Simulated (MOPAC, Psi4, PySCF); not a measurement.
Two rigid molecules brought together: F4Si ··· O2S (SMILES F[Si](F)(F)F and O=S=O). Monomers: optimised at B3LYP-D3(BJ) (def2-TZVP), held rigid. Orientation: lowest of the rigid-body minima from ten starts at GFN2-xTB. Only R, the distance of the centres of mass, is varied, so the lowest point isn't the relaxed dimer.

Computed with: RKS-M06-2X/6-31G* = restricted M06-2X/6-31G*, spherical d, no counterpoise correction in PySCF 2.14.0; RHF/6-31G* = restricted Hartree-Fock/6-31G*, spherical d, no counterpoise correction (PySCF); PM6, restricted, heats of formation (MOPAC); SAPT0/jun-cc-pVDZ, frozen core (Psi4).

Interaction energies in kJ/mol; the last columns give the difference from SAPT0:

| R / Å | RKS-M06-2X/6-31G* | RHF/6-31G* | PM6 | SAPT0/jun-cc-pVDZ | RKS-M06-2X/6-31G* − SAPT0/jun-cc-pVDZ | RHF/6-31G* − SAPT0/jun-cc-pVDZ | PM6 − SAPT0/jun-cc-pVDZ |
|---|---|---|---|---|---|---|---|
| 3.17 | 81.10 | 124.63 | 8.14 | 105.56 | -24.46 | 19.07 | -97.42 |
| 3.35 | 23.78 | 59.40 | 0.18 | 48.08 | -24.30 | 11.32 | -47.90 |
| 3.57 | -9.98 | 17.17 | 1.98 | 12.68 | -22.66 | 4.48 | -10.70 |
| 3.78 | -20.77 | -1.36 | 2.92 | -2.04 | -18.73 | 0.68 | 4.96 |
| 4.01 | -20.93 | -8.96 | 1.19 | -7.92 | -13.00 | -1.03 | 9.11 |
| 4.17 | -18.25 | -10.22 | -0.54 | -8.98 | -9.27 | -1.24 | 8.44 |
| 4.50 | -12.34 | -8.88 | -2.64 | -8.09 | -4.25 | -0.78 | 5.45 |
| 4.79 | -8.66 | -6.72 | -2.45 | -6.35 | -2.30 | -0.37 | 3.91 |
| 5.29 | -4.44 | -3.75 | -0.89 | -3.78 | -0.66 | 0.03 | 2.89 |
| 5.97 | -1.52 | -1.53 | -0.20 | -1.83 | 0.31 | 0.30 | 1.63 |
| 6.95 | -0.37 | -0.50 | -0.29 | -0.72 | 0.35 | 0.23 | 0.43 |
| 8.25 | -0.11 | -0.17 | -0.32 | -0.26 | 0.15 | 0.09 | -0.06 |

RKS-M06-2X/6-31G* is furthest from SAPT0/jun-cc-pVDZ at 3.17 (-24.46 kJ/mol, below); its mean absolute difference over the points is 10.04 kJ/mol.

RHF/6-31G* is furthest from SAPT0/jun-cc-pVDZ at 3.17 (19.07 kJ/mol, above); its mean absolute difference over the points is 3.30 kJ/mol.

PM6 is furthest from SAPT0/jun-cc-pVDZ at 3.17 (-97.42 kJ/mol, below); its mean absolute difference over the points is 16.08 kJ/mol.
